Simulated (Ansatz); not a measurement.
Relaxation of Cl4H2NTa (8 atoms, charge 0, multiplicity 1), to a largest force component of 0.02 eV/Å in at most 40 steps.

All numbers below come from RKS PBE0/def2-SVP in Ansatz.

```xyz
8
Properties=species:S:1:pos:R:3:forces:R:3
Ta 0.000 0.000 0.000 1.45 0.00 0.00
N 2.160 0.000 0.000 -3.03 0.00 0.00
H 2.690 -0.512 0.762 -0.56 1.10 -1.35
H 2.690 0.512 -0.762 -0.56 -1.10 1.35
Cl 0.000 0.000 2.470 0.07 -0.11 -2.06
Cl 0.000 0.000 -2.470 0.07 0.11 2.06
Cl -1.235 2.139 0.000 1.27 -2.07 -0.06
Cl -1.235 -2.139 0.000 1.27 2.07 0.06
```

Problem. Where does it end, and by what steps?

Solution. The forces met the threshold. After 6 steps the energy has fallen by 1.523 eV; H3 moved furthest, 0.52 Å.

```tsv
step	energy less start (eV)	largest force component (eV/Å)	accepted
0	0.0000	3.031	yes
1	-1.3268	0.609	yes
2	-1.4407	0.813	yes
3	-1.4671	1.525	yes
4	-1.5217	0.127	yes
5	-1.5222	0.059	yes
6	-1.5225	0.011	yes
```

```xyz
8
Properties=species:S:1:pos:R:3
Ta -0.007 0.000 0.000
N 1.945 0.000 0.000
H 2.508 -0.037 0.845
H 2.508 0.037 -0.845
Cl 0.186 -0.097 2.324
Cl 0.186 0.097 -2.324
Cl -1.128 2.012 0.084
Cl -1.128 -2.012 -0.084
```

Whether the end is a true minimum wasn't checked by a vibrational analysis.

Run time: 56 s on 2 threads of Arm Neoverse V1, with other jobs on the host, peak memory 0.37 GiB.
